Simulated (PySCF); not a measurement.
Al(SiH3)3 (AlH9Si3), SMILES [SiH3][Al]([SiH3])[SiH3]. Atoms are numbered in the order given.

```xyz
13

Al    -0.0029    -0.0022     0.0023
Si     2.3171    -0.4041    -0.7297
H      2.7171    -1.8462    -0.5276
H      3.2529     0.4316     0.1145
H      2.5750    -0.0503    -2.1729
Si    -0.7820    -0.8757     2.1724
H     -1.7851    -1.9812     1.9324
H     -1.4923     0.1934     2.9681
H      0.3161    -1.4427     3.0365
Si    -1.5340     1.2807    -1.4434
H     -2.9072     1.4908    -0.8570
H     -1.7050     0.5779    -2.7702
H     -0.9507     2.6420    -1.7433
```
Charge 0, spin multiplicity 1.

Coordinates come from a PBE-D3(BJ)/def2-SVP optimisation. The structure was generated by enumeration; whether it is a known compound was not checked.

Two levels are set side by side: PBE/pcSseg-1 (PySCF) and HF/pcSseg-1 (PySCF). GIAO shifts against TMS (²⁹Si), TMS (¹H) at the same level; non-relativistic, no solvent, atoms listed together averaged. Differences are taken from unrounded values.

| quantity | HF | PBE | PBE minus HF |
|---|---|---|---|
| δ(²⁹Si) of Si2, Si6, Si10 (ppm) | -107.3 | -121.6 | -14.3 |

Rough cost on one machine, each run with all the roots and properties that it gave: HF against PBE within a factor of 2.
